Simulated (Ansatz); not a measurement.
Computed with Ansatz on PBE0-D4/def2-TZVP structures; ΔE is electronic, products minus reactants. CCSD(T)/CBS is the MP2 limit (def2-TZVPP, def2-QZVPP) plus CCSD(T) − MP2 in def2-TZVPP, frozen cores. DFT in def2-TZVPP. B3LYP here is the variant with VWN-RPA as its local correlation; programs differ in this. No spin–orbit coupling; open shells (•) take unrestricted orbitals. Each species was taken in one conformer, which may not be the lowest.

`OC[SiH2][SiH2]O` → `[CH2]O`• + `O[SiH2][SiH2]`•  (homolysis of the C–Si bond)

CCSD(T)/CBS gives +3.40 eV.

Question: Another level gave +3.16 eV. Which?
A. r2SCAN0/def2-TZVPP
B. B3LYP-D4/def2-TZVPP
C. MP2/def2-TZVPP
D. BHLYP/def2-TZVPP

Answer: B. B3LYP-D4 3.16, MP2/def2-TZVPP 3.43, r2SCAN0 3.01, BHLYP 3.06 eV.

Largest T1 diagnostic among the species: 0.016.

In def2-TZVPP, CCSD(T) changes the Hartree–Fock value by +0.99 eV (the triples alone add +0.08 eV) and MP2 by +1.13 eV; breaking electron pairs costs correlation energy, which Hartree–Fock lacks. The D4 term adds +0.13 eV with B3LYP and +0.07 eV with PBE0; it sums over pairs of atoms, weighted by their polarisabilities, and B3LYP, whose exchange is more repulsive, gets the larger term. From BLYP to BHLYP (50 % exact exchange), in def2-TZVPP and without D4, ΔE moves by +0.14 eV.
